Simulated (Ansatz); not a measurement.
Cost and result up the ladder for AlMe2(sacsac) (C7H13AlS2) (23 atoms). Charge 0, multiplicity 1. Geometry: PBE-D4/def2-SVP.

Cartesian coordinates in Å:
```
Al -0.9234 0.5763 -1.4578
C -1.8590 1.8098 -0.2357
H -1.5145 1.7111 0.8156
H -2.9559 1.6288 -0.2411
H -1.7061 2.8699 -0.5339
C -1.2906 0.4970 -3.3924
H -0.6653 -0.2500 -3.9232
H -1.1137 1.4823 -3.8753
H -2.3539 0.2380 -3.5873
S -1.0179 -1.5955 -0.5775
C -0.1440 -1.4799 0.8958
C -0.5165 -2.5320 1.9116
C 0.8890 -0.5866 1.2354
C 1.6697 0.2950 0.4556
C 2.9448 0.8024 1.0869
S 1.3950 0.8395 -1.1405
H 0.2517 -2.6472 2.7004
H -1.4773 -2.2569 2.3966
H -0.6870 -3.5083 1.4158
H 1.2830 -0.7355 2.2556
H 3.4866 -0.0047 1.6201
H 2.6943 1.5817 1.8396
H 3.6109 1.2650 0.3356
```

Ansatz on 2 threads of AMD EPYC 7R13 on a shared host and a share (18 GiB) of an NVIDIA H100 80GB HBM3. Times are rough, and most runs start from the orbitals of an earlier one. PBE0-D4/def2-TZVP serves as the yardstick here, not as an exact answer. Differences are given only for rows in sets of like size (and for xTB, whose basis is part of the method), since another set adds its own error. Binding counts from free atoms at the same level (Al doublet, C triplet, H doublet, S triplet; other spins of the atoms weren't run), without zero-point energy or a counterpoise term.

LC-ωPBE has ω = 0.4 bohr⁻¹. Correlated methods freeze 22 core orbitals. Single mean-field runs in def2-TZVP are fitted with def2-universal-jkfit.

Correlated methods converge slowly with the basis.

```csv
level,functions,binding energy per atom (eV),difference from PBE0-D4/def2-TZVP (eV)
PBE-D4/def2-SVP,217,4.28,–
LC-ωPBE/def2-TZVP,406,4.11,-0.07
PBE0-D4/def2-SVP,217,4.22,–
HF/STO-3G,75,3.89,–
PBE0-D4/def2-TZVP (with forces),406,4.18,0.00
r2SCAN-D4/def2-TZVP (with forces),406,4.17,-0.01
PBE-D4/def2-TZVP,406,4.25,0.07
CCSD(T)/def2-TZVP,406,3.99,-0.19
```

(1) Estimate how long each takes.

## Answers

(1) PBE-D4/def2-SVP 4.4 s; PBE-D4/def2-TZVP 5.5 s; PBE0-D4/def2-SVP 6 s; LC-ωPBE/def2-TZVP 6 s; HF/STO-3G 6.5 s; r2SCAN-D4/def2-TZVP (with forces) 7.5 s; PBE0-D4/def2-TZVP (with forces) 8.5 s; CCSD(T)/def2-TZVP 43 s. On shared hardware such times vary by a factor of up to 3.
